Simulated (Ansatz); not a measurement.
Ansatz (a first-principles code) input file for 4,5-dihydro-1,3-oxazol-2-ylsilane (C3H7NOSi), SMILES C1OC([SiH3])=NC1, ωB97X-V/def2-SVPD. Geometry optimised at r2SCAN-D4/def2-SVP. The values are those of a single conformer.

Ansatz 0.2 input:
```yaml
crystal:
  periodic: [false, false, false]
  atoms:
    - {symbol: Si, position_ang: [0.00318147, 2.11043542, 0.00000000]}
    - {symbol: C, position_ang: [0.09848152, 0.22007680, -0.00000000]}
    - {symbol: N, position_ang: [1.17530085, -0.46652246, 0.00000000]}
    - {symbol: C, position_ang: [0.77487089, -1.87733718, -0.00000000]}
    - {symbol: C, position_ang: [-0.77077953, -1.85780952, 0.00000000]}
    - {symbol: O, position_ang: [-1.09269805, -0.44655068, -0.00000000]}
    - {symbol: H, position_ang: [-0.74016645, 2.55691302, -1.21359140]}
    - {symbol: H, position_ang: [-0.74016644, 2.55691303, 1.21359141]}
    - {symbol: H, position_ang: [1.38541245, 2.65649980, -0.00000001]}
    - {symbol: H, position_ang: [1.19774609, -2.38148848, 0.88561377]}
    - {symbol: H, position_ang: [1.19774609, -2.38148848, -0.88561377]}
    - {symbol: H, position_ang: [-1.22303562, -2.31248134, 0.89547160]}
    - {symbol: H, position_ang: [-1.22303562, -2.31248134, -0.89547159]}
basis:
  gaussian:
    orbitals: def2-SVPD
hamiltonian:
  xc: {name: wB97X-V}
```

Program output:

```
WARN ansatz: RAYON_NUM_THREADS=2 ignored (pool sized by the plan → 2); use --threads N
Functional definition: wB97X-V
integrals: 0.17 GiB planned
1552 factors; their error is unknown
integrals: 0.20 GiB planned
624 factors; integrals over basis functions are off by at most 6.8e-6 eV
mean field: 1.56 GiB planned
mean field evaluation 1: about -14625.5767 eV, gradient 3.8e1 eV
mean field evaluation 2: about -14626.3290 eV, gradient 3.6e1 eV
mean field evaluation 4: about -14628.7743 eV, gradient 2.5e0 eV
mean field evaluation 8: about -14628.7928 eV, gradient 6.1e-2 eV
mean field evaluation 16: about -14628.7806 eV, gradient 1.7e-4 eV
mean field -14628.78059165 eV, -537.5977709997 hartree, gradient 3.5e-5 eV, S^2 0.000000; 0 other end points of the search recorded, 0 dependent functions left out
reference -14628.78058921 eV, -537.5977709099 hartree; 27, 27 occupied and 156, 156 virtual orbitals, 1552 factors
Total energy: -14628.78058921 eV, -537.5977709099 hartree
```

The calculation finished and met its thresholds.

Cost: around 18 core-seconds (rough).
